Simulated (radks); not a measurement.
Results of a calculation; reference values are marked as such.
Numerical settings for the beryllium ion Be+, [He] 2s1. Code: a radial shooting solver on a logarithmic mesh with Libxc functionals. Model: non-relativistic Kohn-Sham, r2SCAN, spin-unpolarised, spherical densities, point nucleus; meta-GGA in the generalised Kohn-Sham scheme; without spin polarisation the odd electron is poorly described. The defaults (mesh step 0.008 in ln r, mesh end at 40 bohr or more with all orbitals vanishing there, Anderson mixing 0.5 over 9 steps, residual threshold near 1e-9 with the energy settled to 1e-9 hartree or 1e-11 of itself, here a cap of 58 iterations) give E = -14.296 hartree and 2s at -13.639 eV in 12 iterations. Run on one thread of a shared host, so times are rough (Arm Neoverse V2): 0.03 s of CPU time, 0.03 s wall, 12 iterations on 2476 mesh points. Changes against that run (0 stands for a change within the tolerance of the run):

setting,iterations,converged,E (mhartree),e(2s) (meV),CPU (s)
mesh step in ln r 0.012,12,yes,0,0,0.02
mesh step in ln r 0.02,12,yes,0,+0.00664,0.01
mesh step in ln r 0.03,12,yes,0,-0.0558,0.01
mesh end (bohr) 20,12,yes,0,0,0.03
mesh end (bohr) 12,12,yes,0,+0.0113,0.03
residual threshold 0.1,9,yes,0,+0.234,0.02
residual threshold 1e-16,58,no,0,0,0.11
mixing 2.5,13,yes,0,-0.00324,0.03
"linear mixing, mixing 0.5",28,yes,0,0,0.06
"linear mixing, mixing 1",10,yes,0,0,0.02
mixing history 20,12,yes,0,0,0.03
iteration cap 3,3,no,+0.46,-301,0.01

No run marked as converged misses the energy by more than 1 mhartree. A mesh that ends early acts as a hard wall.
